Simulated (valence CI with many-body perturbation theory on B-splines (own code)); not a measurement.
**Which ion has this spectrum?**

A relativistic CI+MBPT calculation for an atom or ion with 41 electrons gives these levels (cm⁻¹):

| J | Parity | E | g |
| --- | --- | --- | --- |
| 5/2 | even | 0.0 | 1.45 |
| 5/2 | even | 70173 | 1.31 |
| 7/2 | even | 104163 | 1.16 |
| 3/2 | even | 107525 | 1.22 |
| 11/2 | even | 111017 | 1.13 |
| 9/2 | even | 121053 | 1.15 |
| 5/2 | even | 126818 | 1.14 |
| 1/2 | even | 132365 | 1.81 |
| 7/2 | even | 142655 | 1.10 |
| 5/2 | even | 174540 | 1.25 |
| 3/2 | even | 177380 | 0.79 |
| 7/2 | even | 192854 | 1.22 |
| 11/2 | even | 197692 | 1.08 |
| 9/2 | even | 202638 | 1.15 |

The energies are calculated, and their last digits are not significant.

Task: Which is it?
A. Lu30+
B. Yb29+
C. Ta32+
D. Hf31+

Result: B. Yb29+, ground level (4d3/2^4 4d5/2) J=5/2.
